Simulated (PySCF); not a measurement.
# Electric field gradients and quadrupole coupling constants

C6H7ClF2.
SMILES with atom numbers: `[CH3:1]/[CH:2]=[C:3]1/[C@@H:4]([F:5])[CH2:6][C@:7]1([F:8])[Cl:9]` (hydrogens: H10, H11, H12 on C1; H13 on C2; H14 on C4; H15, H16 on C6)

Structure used (GFN2-xTB), in Å, numbered top down from 1:
```
atom  x, y, z in Å
C1     2.2684   -0.8027   -0.3240
C2     1.2631    0.2361   -0.6689
C3     0.0459    0.3060   -0.1579
C4    -1.1484    1.2053   -0.3814
F5    -1.5224    1.3648   -1.6909
C6    -2.0136    0.2159    0.4200
C7    -0.7379   -0.5460    0.8024
F8    -0.7598   -1.8867    0.5649
Cl9   -0.2511   -0.3298    2.5107
H10    1.8914   -1.4846    0.4323
H11    3.1780   -0.3276    0.0408
H12    2.5275   -1.3712   -1.2162
H13    1.5596    0.9756   -1.4019
H14   -1.0649    2.2094    0.0449
H15   -2.5923    0.6272    1.2415
H16   -2.6510   -0.3826   -0.2279
```

Field gradients from the PBE0/pcSseg-1 density (PySCF, non-relativistic), principal values in atomic units, ordered |Vxx| ≤ |Vyy| ≤ |Vzz|:

```
atom      Vxx      Vyy     Vzz
 Cl9  -1.8074  -2.0047  3.8121
```

Problem. Find the asymmetry η = (Vxx − Vyy)/Vzz and the couplings χ = eQV/h (234.96 MHz × Q in barn × V in au), with Q(35Cl) = −0.0817 b.

Solution. 
```csv
atom,environment,nucleus,η,χzz (MHz),χxx (MHz),χyy (MHz)
Cl9,chlorine on a fluorinated carbon,35Cl,0.05,-73.18,34.70,38.48
```

The tensor is traceless: Vxx + Vyy + Vzz = 0.

Problem. What is Vzz at Cl9 in SI units (1 au = 9.71736 × 10²¹ V/m²)?

Solution. 3.8121 au = 37.043 × 10²¹ V/m².

Problem. What couplings would deuterons (Q(2H) = 0.00286 b) have in place of the hydrogens, at this geometry?

Solution. 
```json
{"atom": "H10", "bonded to": "C1", "bond length (Å)": "1.086", "Vzz (au)": "0.3113", "η": "0.04", "χzz (kHz)": "209"}
{"atom": "H11", "bonded to": "C1", "bond length (Å)": "1.089", "Vzz (au)": "0.3113", "η": "0.03", "χzz (kHz)": "209"}
{"atom": "H12", "bonded to": "C1", "bond length (Å)": "1.089", "Vzz (au)": "0.3113", "η": "0.03", "χzz (kHz)": "209"}
{"atom": "H13", "bonded to": "C2", "bond length (Å)": "1.083", "Vzz (au)": "0.3197", "η": "0.04", "χzz (kHz)": "215"}
{"atom": "H14", "bonded to": "C4", "bond length (Å)": "1.094", "Vzz (au)": "0.2897", "η": "0.08", "χzz (kHz)": "195"}
{"atom": "H15", "bonded to": "C6", "bond length (Å)": "1.086", "Vzz (au)": "0.3120", "η": "0.01", "χzz (kHz)": "210"}
{"atom": "H16", "bonded to": "C6", "bond length (Å)": "1.088", "Vzz (au)": "0.3078", "η": "0.01", "χzz (kHz)": "207"}
```

One conformer (not necessarily the lowest) at the GFN2-xTB geometry, without solvent, vibrations or thermal averaging. GFN2-xTB bond lengths can be off by several hundredths of an ångström, more for odd bonds, and the gradients follow them. With a basis this small, the couplings can be 20 % off.
